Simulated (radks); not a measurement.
Spin polarisation of the 5d5 shell in Os3+. Start: [Xe] 4f14 5d(up 2.5, down 2.5); electrons of 5d are moved from spin down to spin up, other shells keep equal spins. Method: scalar-relativistic Kohn-Sham, PBE, spin-polarised, spherical densities, finite nucleus; Fermi nuclear charge, rms radius of each element as measured or else 0.836 A^(1/3) + 0.57 fm; computed with a radial shooting solver on a logarithmic mesh with Libxc functionals.

\begin{tabular}{lrrrr}
moment (Bohr magnetons) & E - E(0) (eV) & e(5d up) (eV) & e(5d down) (eV) & 5p down minus up (eV) \\ \hline
0 & 0.000 & -34.985 & -34.985 & 0.000 \\
1 & -0.192 & -35.351 & -34.582 & 0.653 \\
2 & -0.770 & -35.680 & -34.137 & 1.310 \\
3 & -1.736 & -35.975 & -33.651 & 1.976 \\
4 & -3.094 & -36.234 & -33.121 & 2.652 \\
5 & -4.854 & -36.459 & -32.505 & 3.341 \\
\end{tabular}

At moment 5 the spin-polarisation energy is -4.854 eV and the 5d exchange splitting 3.954 eV, that is 0.791 eV per Bohr magneton; E = -I m^2/4 would give I = 0.777 eV.
